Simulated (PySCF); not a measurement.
**Spin-rotation constants: `CC#CP(=[Se])(C#CC)C1CC1`, C₉H₁₁PSe**

Geometry:
```tsv
atom	x (Å)	y (Å)	z (Å)
C1	3.773	-1.739	0.091
C2	2.508	-1.090	-0.144
C3	1.437	-0.547	-0.269
P4	-0.041	0.260	-0.776
Se5	-0.088	0.752	-2.808
C6	-1.306	-0.856	-0.277
C7	-2.231	-1.620	-0.149
C8	-3.318	-2.533	0.097
C9	-0.203	1.656	0.385
C10	0.449	2.949	-0.009
C11	-1.034	2.825	-0.056
H12	4.540	-1.277	-0.529
H13	3.698	-2.795	-0.167
H14	4.058	-1.647	1.139
H15	-4.214	-2.182	-0.413
H16	-3.518	-2.602	1.166
H17	-3.059	-3.522	-0.282
H18	-0.213	1.367	1.431
H19	0.906	3.546	0.767
H20	0.976	2.973	-0.954
H21	-1.631	3.333	0.687
H22	-1.499	2.767	-1.032
```

Computed with PySCF, GIAO BHandHLYP/pcSseg-1 magnetisability, rotational g tensor and spin-rotation constants, non-relativistic, gas phase. Geometry: GFN2-xTB.

The calculation is non-relativistic, which matters for the atoms heavier than Zn.

(1) Give the nuclear spin-rotation constants along the inertial axes (H = +C I·J) beside the isotropic shieldings.

## Answers

(1) Rotational constants 0.5596, 0.5442, 0.4308 GHz. A star marks the isotopologue with that one atom substituted, in its own axes.
| atom | isotope | Caa (kHz) | Cbb (kHz) | Ccc (kHz) | mean (kHz) | σ (ppm) |
| --- | --- | --- | --- | --- | --- | --- |
| P4 | 31P | 1.014 | 0.868 | 0.595 | 0.826 | 312.2 |
| H12 | 1H | -0.012 | -0.044 | -0.040 | -0.032 | 29.7 |
| H13 | 1H | -0.058 | -0.024 | -0.020 | -0.034 | 29.7 |
| H14 | 1H | -0.057 | -0.044 | -0.006 | -0.036 | 29.8 |
| H15 | 1H | -0.021 | -0.030 | -0.044 | -0.032 | 29.7 |
| H16 | 1H | -0.057 | -0.041 | -0.008 | -0.035 | 29.8 |
| H17 | 1H | -0.062 | -0.028 | -0.013 | -0.035 | 29.7 |
| H18 | 1H | -0.065 | -0.026 | -0.019 | -0.037 | 30.7 |
| H19 | 1H | -0.042 | -0.060 | -0.013 | -0.038 | 31.3 |
| H20 | 1H | -0.037 | -0.044 | -0.024 | -0.035 | 30.8 |
| H21 | 1H | -0.044 | -0.056 | -0.014 | -0.038 | 31.3 |
| H22 | 1H | -0.048 | -0.033 | -0.024 | -0.035 | 30.7 |
| C1 | 13C* | 0.065 | 0.067 | 0.053 | 0.062 | 181.5 |
| C2 | 13C* | 0.095 | 0.167 | 0.166 | 0.142 | 73.1 |
| C3 | 13C* | 0.072 | 0.137 | 0.147 | 0.118 | 105.0 |
| Se5 | 77Se* | 0.569 | 0.497 | 0.521 | 0.529 | 2108.4 |
| C9 | 13C* | 0.078 | 0.113 | 0.028 | 0.073 | 171.3 |
| C10 | 13C* | 0.093 | 0.064 | 0.028 | 0.062 | 184.9 |

For the geometry as given, no vibrational averaging.
